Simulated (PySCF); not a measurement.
Compound: C4H4BFO.
Numbering: `[F:1][BH:2][c:3]1[cH:4][cH:5][o:6][cH:7]1` (hydrogens: H8 on B2; H9 on C4; H10 on C5; H11 on C7)

Computed by this run: PySCF 2.14.0, PBE0-D3(BJ)/def2-SVP geometry optimisation, gas phase; density fitting, grid level 1; the optimiser is geomeTRIC in internal coordinates, started from a GFN2-xTB structure with every atom displaced at random (about 0.01 Å).

Step 0: E = -9636.3075 eV
```
atom  x, y, z in Å  |  force x, y, z in eV/Å
F1     -2.8112    1.2229    0.8269   -1.181   1.550   0.298
B2     -2.0791    0.1810    0.6135    1.430  -0.096   0.009
C3     -0.5662    0.3291    0.6893    2.092   0.245   0.183
C4      0.4873   -0.6767    0.5127   -2.743  -0.027  -0.084
C5      1.6524   -0.0786    0.6654    1.334   0.776   0.283
O6      1.4860    1.2441    0.9421    0.375  -0.070  -0.020
C7      0.1881    1.4715    0.9571   -1.560  -0.584  -0.210
H8     -2.6133   -0.8147    0.3690   -0.663  -1.327  -0.309
H9      0.2718   -1.7053    0.3185    0.134  -0.788  -0.206
H10     2.6587   -0.4404    0.6362    0.665  -0.093  -0.020
H11    -0.1550    2.4737    1.1658    0.116   0.414   0.076
```

Step 1: E = -9636.4936 eV
```
atom  x, y, z in Å  |  force x, y, z in eV/Å
F1     -2.8426    1.2644    0.8508    0.220  -0.238  -0.073
B2     -2.0748    0.1958    0.6174   -0.194   0.067   0.028
C3     -0.5458    0.3243    0.6947   -0.199   0.051   0.001
C4      0.4568   -0.6930    0.5150    0.368   0.101   0.037
C5      1.6643   -0.0796    0.6760   -0.294  -0.070  -0.010
O6      1.4816    1.2393    0.9397   -0.049  -0.007   0.005
C7      0.1647    1.4731    0.9511    0.207  -0.034   0.014
H8     -2.6401   -0.8486    0.3499    0.049   0.134   0.040
H9      0.2936   -1.7469    0.3005   -0.032  -0.004  -0.014
H10     2.6963   -0.4204    0.6431   -0.028   0.004  -0.011
H11    -0.1347    2.4980    1.1584   -0.048  -0.003  -0.017
```

Step 2: E = -9636.4961 eV
```
atom  x, y, z in Å  |  force x, y, z in eV/Å
F1     -2.8092    1.2771    0.8395   -0.038  -0.133  -0.034
B2     -2.0749    0.1884    0.6187    0.003   0.170   0.015
C3     -0.5484    0.3171    0.6969    0.025  -0.056  -0.015
C4      0.4614   -0.6949    0.5160    0.114   0.047   0.011
C5      1.6604   -0.0758    0.6777    0.020  -0.089  -0.008
O6      1.4782    1.2415    0.9447   -0.102  -0.032  -0.020
C7      0.1615    1.4672    0.9537    0.010   0.055   0.031
H8     -2.6554   -0.8434    0.3597   -0.001   0.039   0.026
H9      0.3009   -1.7481    0.2944   -0.010   0.005   0.000
H10     2.6927   -0.4126    0.6383    0.003  -0.007  -0.002
H11    -0.1478    2.4901    1.1569   -0.025   0.000  -0.003
```

Problem. Estimate the geometry and energy of step 3. (The exact step hangs on the optimiser's Hessian estimate; all steps are aligned on step 2, rigid shifts and turns removed.)

Solution. E = -9636.4971 eV, largest force 0.206 eV/Å
```
atom  x, y, z in Å  |  force x, y, z in eV/Å
F1     -2.8295    1.2687    0.8238    0.010   0.083   0.020
B2     -2.0739    0.1962    0.6203   -0.001  -0.044  -0.027
C3     -0.5476    0.3184    0.6989    0.084   0.053   0.013
C4      0.4655   -0.6925    0.5169   -0.158  -0.127  -0.040
C5      1.6632   -0.0794    0.6779    0.060   0.040   0.006
O6      1.4791    1.2374    0.9466    0.014   0.083   0.015
C7      0.1641    1.4668    0.9575   -0.012   0.000   0.002
H8     -2.6478   -0.8371    0.3725   -0.024  -0.089  -0.008
H9      0.3007   -1.7439    0.2897    0.000  -0.001   0.008
H10     2.6945   -0.4175    0.6332    0.014   0.000   0.007
H11    -0.1487    2.4894    1.1590    0.014   0.001   0.005
```

The energy changes by -0.0009 eV. The first-order estimate −F·Δx gives -0.0054 eV and the mean of the old and new forces, exact on a quadratic surface, -0.0009 eV. The step makes an angle of 60° with the force vector and moves no atom by more than 0.027 Å.

The cost below is that of the whole optimisation. On one thread, Arm Neoverse V1 (aarch64), shared host, this took 36 s and 0.51 GiB of memory at its peak.
